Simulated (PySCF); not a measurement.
Working out the ionisation energy of Ni(2+)

Ni(2+) [Ar] 3d8 (3F) → Ni(3+) [Ar] 3d7 (4F). All numbers are calculated (PySCF 2.14, the spin-free X2C one-electron Hamiltonian (Gaussian nucleus), in x2c-TZVPall). Frozen: [Ar]. Energies in hartree (1 hartree = 27.21139 eV):

| part | Ni(2+) (lower) | Ni(3+) (upper) |
| --- | --- | --- |
| UHF | -1518.233252 | -1517.034846 |
| MP2 opposite-spin | -0.125862 | -0.074845 |
| MP2 same-spin | -0.077610 | -0.057864 |

**Question.** What does Hartree-Fock give?

**Answer.** (-1517.034846) − (-1518.233252) = 1.198406 hartree = 32.610 eV.

**Question.** What do MP2 and SCS-MP2 (6/5 opposite-spin, 1/3 same-spin) give?

**Answer.** The opposite-spin parts differ by 1.388 eV and the same-spin parts by 0.537 eV. MP2: 32.610 + (1.388) + (0.537) = 34.535 eV. SCS-MP2: 32.610 + 1.2 × (1.388) + (0.537)/3 = 34.455 eV.

Reference: 35.187 ± 0.019 eV (measured; NIST Atomic Spectra Database, ionization energies), between the lowest levels; spin-orbit coupling is absent from the calculation.

What remains against the reference includes basis incompleteness, the frozen core and correlation beyond second order.
